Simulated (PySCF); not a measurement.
Precursor series Sc Cl-OH. Isolated molecules, 0 K electronic values unless said otherwise. One relaxed conformer stands for each flexible species; it need not be the lowest.

The HOMO–LUMO gap from two functionals at the same geometries (r2SCAN-D4/def2-SVP), both in PySCF: PBE-D3(BJ)/def2-TZVP and TPSSh-D3(BJ)/def2-TZVP. 

```
species                                   TPSSh-D3(BJ)/def2-TZVP (eV)
----------------------------------------  ---------------------------
0 of 3 Cl replaced by OH                                         4.88
1 of 3 Cl replaced by OH ([Sc(Cl)2(OH)])                         5.08
2 of 3 Cl replaced by OH                                         5.26
3 of 3 Cl replaced by OH ([Sc(OH)3])                             5.69
```

**Question.** What does PBE-D3(BJ)/def2-TZVP give for each?

**Answer.** 
- 0 of 3 Cl replaced by OH: 3.71
- 1 of 3 Cl replaced by OH ([Sc(Cl)2(OH)]): 3.87
- 2 of 3 Cl replaced by OH: 4.02
- 3 of 3 Cl replaced by OH ([Sc(OH)3]): 4.38
Over these rows, drawn at random from the members with no instability flagged (it was tested for open shells, ions and some series alone), PBE minus TPSSh-D3(BJ): mean -1.23 eV, from -1.31 eV to -1.17 eV.
